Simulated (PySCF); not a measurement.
```xyz
3
charge 0 multiplicity 1, angstrom
Sr    0.0000    0.0000    0.0000
F     0.0000    0.0000    2.1404
F     0.0000    0.0000   -2.1404
```

Level of theory: PySCF, PBE0, basis Sr x2c-TZVPall, F x2c-TZVPall (spin-free X2C, no spin–orbit coupling, density fitting).

This geometry of SrF₂ is a stationary point at this level.

(1) What is the point group?

(2) Is it a minimum?

(3) Which band is strongest in the infrared?

(4) What are the dipole moment and the gap between the highest occupied and lowest empty levels?

Results:

(1) D∞h.

(2) No: it has 2 imaginary modes (one degenerate set), at 64i cm⁻¹ (πu).

(3) 469 cm⁻¹ (σu+), 277 km/mol.

(4) 0.00 D and 6.54 eV.

Only a few start shapes were tried, so a lower isomer may exist. At this level a singlet minimum of C2v symmetry lies 10 kJ/mol below this structure.
